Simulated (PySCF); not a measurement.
Vertical excitations of a molecule C3H9NSi2 from TDDFT-PBE/def2-SVPD in PySCF, as energy in eV (oscillator strength): 4.63 (0.002), 4.92 (0.011), 5.06 (0.047), 5.23 (0.012), 5.50 (0.074), 5.74 (0.045), 5.82 (0.008), 6.00 (0.007), 6.09 (0.011), 6.12 (0.014). Lowest triplet (TDA): 4.40 eV. Geometry optimised at B3LYP-D3(BJ)/def2-SVP. One conformer was computed; it need not be the lowest.

Q: Pick the molecule that these values belong to.
A. C=C=C[SiH2][SiH2]N
B. N#CC[SiH2]C[SiH3]
C. C[Si@H]1CN=C1[SiH3]
D. C#C[C@H](N)[SiH2][SiH3]

A: D, C#C[C@H](N)[SiH2][SiH3]
